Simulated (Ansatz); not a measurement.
Computed with Ansatz.

`[CH2][Al]([CH3])[OH]` radical. The species carries charge 0 and has multiplicity 2. All single points use the PBE0-D4/def2-TZVP geometry. It is one conformer, not always the lowest.

```xyz
10

C     1.367    1.084   -0.696
Al    0.161    0.000    0.346
C    -1.443   -0.815   -0.387
O     0.488   -0.275    1.994
H     2.272    1.555   -0.314
H     1.222    1.301   -1.754
H    -1.209   -1.466   -1.235
H    -1.970   -1.412    0.361
H    -2.138   -0.056   -0.760
H     1.251    0.084    2.444
```

Q: What is the dipole moment at PBE/def2-TZVPP? (Estimate.)

A: The calculation gave: 1.29 D, with components (0.90, 0.74, -0.55) D in this frame, pointing from negative to positive charge.

Q: And with r2SCAN, B3LYP, ωB97M-V? (An estimate is asked.)

A: The calculation gave: r2SCAN 1.33 D, B3LYP 1.37 D, ωB97M-V 1.38 D.

Q: Give the Mulliken charges with PBE, r2SCAN, B3LYP in def2-TZVPP. (Best estimate.)

A: The calculation gave: 
```json
{"atom": "C1", "PBE": "-0.38", "r2SCAN": "-0.42", "B3LYP": "-0.43"}
{"atom": "Al2", "PBE": "0.53", "r2SCAN": "0.68", "B3LYP": "0.63"}
{"atom": "C3", "PBE": "-0.45", "r2SCAN": "-0.39", "B3LYP": "-0.46"}
{"atom": "O4", "PBE": "-0.37", "r2SCAN": "-0.43", "B3LYP": "-0.41"}
{"atom": "H5", "PBE": "0.10", "r2SCAN": "0.09", "B3LYP": "0.11"}
{"atom": "H6", "PBE": "0.11", "r2SCAN": "0.10", "B3LYP": "0.12"}
{"atom": "H7", "PBE": "0.09", "r2SCAN": "0.06", "B3LYP": "0.09"}
{"atom": "H8", "PBE": "0.11", "r2SCAN": "0.07", "B3LYP": "0.10"}
{"atom": "H9", "PBE": "0.09", "r2SCAN": "0.06", "B3LYP": "0.09"}
{"atom": "H10", "PBE": "0.17", "r2SCAN": "0.18", "B3LYP": "0.16"}
```

B3LYP here is the variant with VWN-RPA as its local correlation; programs differ in this.
